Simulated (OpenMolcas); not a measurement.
Fe2+: moving the ligands

Fe2+ with 4 ligands (chloride) in square-planar coordination (D4h) at 2.4 Å. A charge of +0.5 e stands 3.2 Å behind each ligand. Ligand basis ANO-RCC-VDZP.

| Quantity | Value |
| --- | --- |
| Program | OpenMolcas 26.06 |
| Method | CASSCF |
| Basis | ANO-RCC-VTZP [6s5p3d2f1g] |
| Scalar Hamiltonian | DKH2, point nucleus |
| Active space | 6 electrons in 5 orbitals (3d) |
| State averaging | 2S+1 = 5 even, 5 roots; 2S+1 = 3 even, 45 roots; 2S+1 = 1 even, 50 roots |
| Spin-orbit coupling | state interaction with AMFI integrals over the reference wave functions |

Runs around this geometry, states (labels of D4, the rotations of D4h). Energies in cm-1 above the lowest state or level, χT in cm3 K/mol.

| R (Å) | Ground state | First state of that spin | First gap with spin-orbit (degeneracies) | χT at 300 K | First state of another spin |
| --- | --- | --- | --- | --- | --- |
| 2.24 | 5A1 | 5E 1732 | 16.5 (1, 2) | 3.822 | 3A2 14767 |
| 2.4 | 5A1 | 5E 1196 | 20.0 (1, 2) | 4.148 | 3A2 18227 |
| 2.47 | 5A1 | 5E 1042 | 21.3 (1, 2) | 4.281 | 3A2 19253 |

Taking the first state of the same spin as R^-n, n = -ln(1042 / 1732) / ln(2.47 / 2.24) = 5.2 between the shortest and longest distance.

Without dynamic correlation the repulsion within the d shell is too large (B by tens of per cent), so at a given field states of lower spin stand too high. Ligand-to-metal charge-transfer states are missing. With no ligand orbital active B as a rule stays too high, so bands that hang on it stand too high and its fall with covalency is understated. With metal d orbitals alone and no dynamic correlation the field as a rule comes out too small, by tens of per cent, by up to half for chloride and softer ligands, and the orbital part of g and χT, which goes as 1/10Dq, too large. No measured value stands beside these numbers; the geometry is a model, was not optimised and need not be the one that this ion takes.
